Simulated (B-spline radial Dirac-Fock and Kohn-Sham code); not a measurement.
## Photoemission from Br at Cu Kα (8047.8 eV), detector at θ = 54.7°, φ = 0°

System: neutral bromine, configuration [Ar] 3d10 4s2 4p5. Level of theory: Dirac-Hartree-Slater photoionisation with a Latter tail; cross sections with all multipoles, angular parameters from the dipole term and its interference with E2; a radial B-spline solver. Thresholds are tabulated edges, those marked * orbital energies of the model. For linearly polarised light dσ/dΩ = σ/(4π) [1 + β P₂(cos θ) + (δ + γ cos²θ) sin θ cos φ], with θ from the polarisation vector and φ the angle between the beam and the projection of the electron momentum on the plane normal to the polarisation. The dipole factor is 1 + βP₂ and the non-dipole term is the rest of the bracket. Open shells are filled statistically over j.

| subshell | threshold (eV) | σ (kb) | β | γ | δ | dipole factor | non-dipole term | dσ/dΩ (kb/sr) |
| --- | --- | --- | --- | --- | --- | --- | --- | --- |
| 2s | 1782.0 | 4.28 | 2.00 | 0.70 | 0.000 | 1.002 | +0.190 | 0.406 |
| 2p1/2 | 1596.0 | 1.98 | 1.15 | 1.35 | 0.116 | 1.001 | +0.463 | 0.230 |
| 2p3/2 | 1550.0 | 3.56 | 1.16 | 1.38 | 0.115 | 1.001 | +0.470 | 0.417 |
| 3s | 257.0 | 0.686 | 2.00 | 0.87 | 0.000 | 1.002 | +0.236 | 0.0676 |
| 3p1/2 | 189.0 | 0.275 | 1.08 | 1.35 | 0.115 | 1.001 | +0.462 | 0.0320 |
| 3p3/2 | 182.0 | 0.496 | 1.09 | 1.37 | 0.114 | 1.001 | +0.467 | 0.0579 |
| 3d3/2 | 70.00 | 0.0293 | 0.52 | 1.20 | 0.375 | 1.000 | +0.633 | 0.00381 |
| 3d5/2 | 69.00 | 0.0415 | 0.51 | 1.20 | 0.381 | 1.000 | +0.637 | 0.00541 |
| 4s | 23.57* | 0.0790 | 2.00 | 0.89 | 0.000 | 1.002 | +0.243 | 0.00783 |
| 4p1/2 | 11.09* | 0.0179 | 1.07 | 1.35 | 0.115 | 1.001 | +0.462 | 0.00209 |
| 4p3/2 | 10.54* | 0.0318 | 1.08 | 1.37 | 0.115 | 1.001 | +0.467 | 0.00371 |

Values without a named source are computed, but for edge energies of neutral atoms, which are taken from tables.
